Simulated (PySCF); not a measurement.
# Correlation energy of Cl (chlorine, neutral)

[Ne] 3s2 3p5, 2P determinant. Computed with PySCF 2.14 in cc-pVTZ-DK, with the spin-free X2C one-electron Hamiltonian (Gaussian nucleus). Frozen: [Ne]; 7 electrons correlated.

MP2 pair energies summed by pair of shells (mhartree):

| pair | energy | share (%) |
| --- | --- | --- |
| 3p-3p | -97.24 | 61.5 |
| 3s-3p | -51.48 | 32.6 |
| 3s-3s | -9.33 | 5.9 |

Total MP2 correlation energy: -158.05 mhartree.

Same-spin part -36.56 and opposite-spin part -121.50 mhartree; SCS-MP2 scales them by 1/3 and 6/5 to -157.98 mhartree.

```tsv
level	correlation energy (mhartree)
CCSD	-180.89
(T)	-5.52
CCSD(T)	-186.41
```

Diagnostics: T1 = 0.0070, D1 = 0.0228, largest double amplitude 0.052.

Cost of the coupled-cluster step: 0.32 s of wall time on 1 thread of Neoverse-V2 (shared host), for 7 correlated electrons.
